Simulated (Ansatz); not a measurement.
Reactions of BH$_{6}$NSeSi, SMILES `[SiH3]NB[SeH]`.

Gas-phase electronic energies from Ansatz, PBE0-D4/def2-TZVP geometries. CBS: MP2 limit from def2 TZ/QZ plus the TZ coupled-cluster correction, frozen cores. This one scheme is used for every species. For Se outer-core shells are correlated without core-valence functions, which leaves a few kJ/mol of doubt a bond. Scalar relativity is left out up to krypton. Each species was taken in one conformer, which may not be the lowest.

Q: Order these by ΔE at CCSD(T)/CBS, lowest first. (Best estimate.)
A. `[SiH3]NB[SeH]` + H₂O → `OBN[SiH3]` + H₂Se
B. `[SiH3]NB[SeH]` + `OCO` → `OCOB[SeH]` + `N[SiH3]`
C. `[SiH3]NB[SeH]` + H₂ → `B[SeH]` + `N[SiH3]`
D. `[SiH3]NB[SeH]` + H–F → `FBN[SiH3]` + H₂Se
E. `[SiH3]NB[SeH]` + H₂S → `[SiH3]NBS` + H₂Se

A: D (-0.70 eV), A (-0.54 eV), E (-0.03 eV), B (+0.05 eV), C (+0.98 eV).

Largest T1 diagnostic: 0.013, for `B[SeH]`.
